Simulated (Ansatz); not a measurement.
The inner images of a band of FH$_{4}$InO$_{2}$ (8 atoms, charge 0, multiplicity 1) are given out of order.

Method: RKS LDA/def2-SVP (Ansatz).

Image 0:

```xyz
8
Properties=species:S:1:pos:R:3
In -0.143 -0.319 -0.255
H 1.440 -0.882 0.261
O -0.490 0.621 -1.964
O -1.856 -0.809 0.609
H 1.521 0.602 1.145
F 0.882 1.313 1.218
H 0.345 0.804 -2.434
H -1.699 -1.330 1.419
```

Image 6:

```xyz
8
Properties=species:S:1:pos:R:3
In -0.519 0.143 -0.195
H 1.776 -0.851 0.458
O -0.221 0.394 -2.125
O -1.710 -1.163 0.674
H 1.639 -0.140 0.788
F 0.365 1.441 1.005
H 0.367 1.168 -2.242
H -1.697 -0.990 1.637
```

**Question.** Put them in order from the first end to the last, with their energies above the first end.
A.
```xyz
8
Properties=species:S:1:pos:R:3
In -0.498 0.127 -0.192
H 1.695 -0.765 0.432
O -0.274 0.436 -2.123
O -1.753 -1.121 0.671
H 1.548 -0.054 0.783
F 0.444 1.371 1.046
H 0.460 1.069 -2.256
H -1.623 -1.063 1.639
```
B.
```xyz
8
Properties=species:S:1:pos:R:3
In -0.264 -0.253 -0.284
H 1.430 -0.748 0.305
O -0.370 0.539 -2.094
O -1.823 -1.012 0.666
H 1.356 0.379 0.936
F 0.794 1.210 1.142
H 0.472 1.001 -2.282
H -1.596 -1.116 1.612
```
C.
```xyz
8
Properties=species:S:1:pos:R:3
In -0.344 -0.101 -0.240
H 1.513 -0.677 0.387
O -0.328 0.505 -2.114
O -1.797 -1.062 0.679
H 1.378 0.194 0.839
F 0.686 1.217 1.088
H 0.485 1.024 -2.274
H -1.593 -1.100 1.635
```
D.
```xyz
8
Properties=species:S:1:pos:R:3
In -0.416 0.026 -0.206
H 1.594 -0.696 0.419
O -0.305 0.476 -2.119
O -1.778 -1.090 0.675
H 1.460 0.054 0.799
F 0.563 1.285 1.064
H 0.482 1.037 -2.269
H -1.600 -1.091 1.638
```
E.
```xyz
8
Properties=species:S:1:pos:R:3
In -0.191 -0.329 -0.290
H 1.421 -0.838 0.261
O -0.442 0.575 -2.035
O -1.848 -0.915 0.624
H 1.433 0.513 1.057
F 0.841 1.270 1.193
H 0.418 0.921 -2.344
H -1.632 -1.198 1.535
```

**Answer.** E (+2.4 kJ/mol), B (+14.1 kJ/mol), C (+34.1 kJ/mol), D (+20.1 kJ/mol), A (+6.1 kJ/mol).

Time of the run: 31 s on 2 threads of INTEL(R) XEON(R) PLATINUM 8581C CPU @ 2.10GHz (Emerald Rapids), on a shared host, peak memory 0.14 GiB.
